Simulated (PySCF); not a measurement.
**S²⁺: excitation energy**

S²⁺ [Ne] 3s2 3p2 (3P) → S²⁺ [Ne] 3s1 3p2 4s1 (5P), as a difference of total energies. All numbers are calculated (PySCF 2.14, the non-relativistic Hamiltonian (point nucleus), in aug-cc-pwCVQZ). Correlated levels: valence: [Ne] frozen; valence and next inner shell: 1s2 frozen; nothing frozen. The calculations carry no spin-orbit coupling.

| method | excitation energy (cm⁻¹) |
| --- | --- |
| UHF | 198520 |
| LDA | 211760 |
| PBE | 211170 |
| PBE0 | 210850 |
| r2SCAN | 208660 |
| PW91 | 211310 |
| PBEsol | 210040 |
| BHandHLYP | 214490 |
| MP2 (valence) | 209850 |
| SCS-MP2 (valence) | 214020 |
| MP2 (valence and next inner shell) | 211780 |
| SCS-MP2 (valence and next inner shell) | 215490 |
| MP2 (all electrons) | 211750 |
| SCS-MP2 (all electrons) | 215470 |

A first-order spin-orbit estimate (lowest level to lowest level, LS coupling) adds 0.009 eV.

The promoted electron is Rydberg-like, and one or two diffuse shells describe it only roughly, which tends to raise the upper state.
